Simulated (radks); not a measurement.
The numbers below are computed, except where a source is named.
Ni XIX, 10 electrons, occupied as [Ne]. Level of theory: Dirac Kohn-Sham, LDA (Slater exchange, Perdew-Wang correlation), spin-unpolarised, spherical densities, finite nucleus; Fermi nuclear charge, rms radius 3.7757 fm (a radial shooting solver on a logarithmic mesh with Libxc functionals).

Unscreened Slater integrals over Kohn-Sham orbitals (cm^-1). Large and small components are both included.

\begin{tabular}{lr}
integral & value \\ \hline
F0(2p3/2,2p3/2) & 945360 \\
F2(2p3/2,2p3/2) & 448030 \\
F0(2p3/2,2p1/2) & 952310 \\
G2(2p3/2,2p1/2) & 447560 \\
F0(2p3/2,2s1/2) & 871460 \\
G1(2p3/2,2s1/2) & 499890 \\
F0(2p3/2,1s1/2) & 1291900 \\
G1(2p3/2,1s1/2) & 221820 \\
F0(2p1/2,2p1/2) & 959450 \\
F0(2p1/2,2s1/2) & 876590 \\
G1(2p1/2,2s1/2) & 498000 \\
F0(2p1/2,1s1/2) & 1314500 \\
G1(2p1/2,1s1/2) & 226470 \\
F0(2s1/2,2s1/2) & 823900 \\
F0(2s1/2,1s1/2) & 1159600 \\
G0(2s1/2,1s1/2) & 110340 \\
F0(1s1/2,1s1/2) & 3814400 \\
\end{tabular}
